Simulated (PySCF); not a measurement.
r2SCANh on S⁺ (sulfur, charge +1), [Ne] 3s2 3p2 3d1, one real determinant (an excited configuration). Calculation: PySCF 2.14, in dyall-acv3z; the non-relativistic Hamiltonian (point nucleus).

```
cycle= 1 E= -397.203751408123  delta_E= -0.0108  |g|= 0.0217  |ddm|= 0.292
cycle= 2 E= -397.208554766833  delta_E= -0.0048  |g|= 0.0196  |ddm|= 0.323
cycle= 3 E= -397.210569969075  delta_E= -0.00202  |g|= 0.0163  |ddm|= 0.165
cycle= 4 E= -397.212793739486  delta_E= -0.00222  |g|= 0.00976  |ddm|= 0.276
cycle= 5 E= -397.213466444422  delta_E= -0.000673  |g|= 0.00268  |ddm|= 0.219
cycle= 6 E= -397.213468611264  delta_E= -2.17e-06  |g|= 0.00161  |ddm|= 0.0148
cycle= 7 E= -397.213482942736  delta_E= -1.43e-05  |g|= 0.000293  |ddm|= 0.0402
cycle= 8 E= -397.213483081505  delta_E= -1.39e-07  |g|= 3.82e-05  |ddm|= 0.00284
cycle= 9 E= -397.213483082889  delta_E= -1.38e-09  |g|= 3.98e-06  |ddm|= 0.000256
cycle= 10 E= -397.213483082902  delta_E= -1.23e-11  |g|= 4.44e-07  |ddm|= 1.95e-05
converged SCF energy = -397.213483082902  <S^2> = 3.7537547  2S+1 = 4.0018769
```

Highest occupied orbital energy: -7.586 eV; ⟨L²⟩ = 5.04; populations by l: s 6.49, p 8.00, d 0.51, f 0.00.

(1) Can this result be used?

## Answers

(1) Not for this state. The run converged. ⟨L²⟩ = 5.04 against 12 for a pure F term, so this real determinant mixes terms. The outer electron is Rydberg-like, and this basis confines it to a smaller radius and binds it less than a complete one would. The s, p, d and f populations moved away from the nominal configuration during the SCF.
